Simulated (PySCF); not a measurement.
C₂H₄NO, SMILES [N](C=O)C, multiplicity 2. The structure is a stationary point at PBE0-D3(BJ)/def2-SVP. The isomer is the one that the SMILES or the coordinates give; other isomers of the formula were not compared. The values are those of a single conformer.

Method: PySCF with PBE0-D3(BJ)/def2-SVP.

Harmonic wavenumbers (cm⁻¹): 83, 203, 343, 662, 942, 1008, 1016, 1116, 1289, 1368, 1399, 1418, 1463, 1682, 3006, 3027, 3093, 3138. Rotational constants (GHz): 21.80, 6.402, 5.170; symmetry number 1.

**Question.** Work out the zero-point energy and the ideal-gas rigid-rotor harmonic-oscillator thermochemistry at 298.15 K and 1 atm.

**Answer.** ZPE = ½ Σ hcν = ½ × 26255 cm⁻¹ = 157.04 kJ/mol. H − E(el) = 172.22 kJ/mol. Entropy in J/(mol K): translation 159.40, rotation 98.80, vibration 33.18, spin 5.76, total 297.14. G − E(el) = 83.63 kJ/mol. Cp = 68.12 J/(mol K). Modes under 150 cm⁻¹ make the vibrational entropy uncertain.
